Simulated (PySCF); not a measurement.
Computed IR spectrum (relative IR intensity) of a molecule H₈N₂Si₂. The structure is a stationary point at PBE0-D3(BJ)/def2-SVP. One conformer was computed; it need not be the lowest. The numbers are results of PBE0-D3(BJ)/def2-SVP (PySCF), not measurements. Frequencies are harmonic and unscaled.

ν (cm⁻¹): 274 (vw), 288 (m), 411 (m), 421 (m), 432 (m), 493 (s), 569 (w), 679 (w), 713 (w), 752 (w), 791 (m), 830 (s), 859 (m), 898 (vs), 944 (w), 958 (m), 990 (m), 1533 (m), 1552 (w), 2145 (s), 2166 (s), 2207 (s), 2224 (s), 3586 (w), 3591 (w), 3682 (w), 3704 (m) (against the strongest line: vs over 80 %, s over 45 %, m over 15 %, w over 4 %, vw less)

Pick the molecule that these values belong to.
A) N[SiH2]N[SiH3]
B) N[SiH](N)[SiH3]
C) N[SiH2][SiH2]N

C, N[SiH2][SiH2]N
